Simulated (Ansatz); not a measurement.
Gas-phase electronic energies from Ansatz, PBE0-D4/def2-TZVP geometries. CBS: MP2 limit from def2 TZ/QZ plus the TZ coupled-cluster correction, frozen cores. DFT in def2-TZVPP. B3LYP here is the variant with VWN-RPA as its local correlation; programs differ in this. def2 core potentials past Kr. For Br, Sn outer-core shells are correlated without core-valence functions, which leaves a few kJ/mol of doubt a bond. Scalar relativity is left out up to krypton.

Consider the cleavage of the Al–Sn bond: `[SiH3][AlH][SnH3]` + HBr → `[SiH3][AlH][Br]` + `[SnH4]`.

```tsv
level	ΔE (kcal/mol)
LDA (SPW92)	-26.8
PBE-D4	-26.8
ωB97X-V	-30.5
B3LYP	-29.7
r2SCAN0	-30.5
RPA@PBE/def2-TZVPP	-28.7
HF/def2-SVP	-33.5
MP2/def2-TZVPP	-30.6
```

Q: What does CCSD(T)/CBS give? (An estimate is asked.)

A: Computed: -28.9 kcal/mol. The listed levels differ from it by 2.1, 2.1, -1.6, -0.8, -1.6, 0.2, -4.6, -1.7 kcal/mol.

Largest T1 diagnostic among the species: 0.014.

From PBE to PBE0 (25 % exact exchange), in def2-TZVPP and without D4, ΔE moves by −1.4 kcal/mol. In def2-TZVPP, CCSD(T) changes the Hartree–Fock value by +4.7 kcal/mol (the triples alone add +0.4 kcal/mol) and MP2 by +3.6 kcal/mol. Leaving LDA and LC-ωPBE aside and taking each functional with its dispersion term where it has one, the values, not all of them listed here, spread over 5.1 kcal/mol, from B97M-V to PBE-D4.
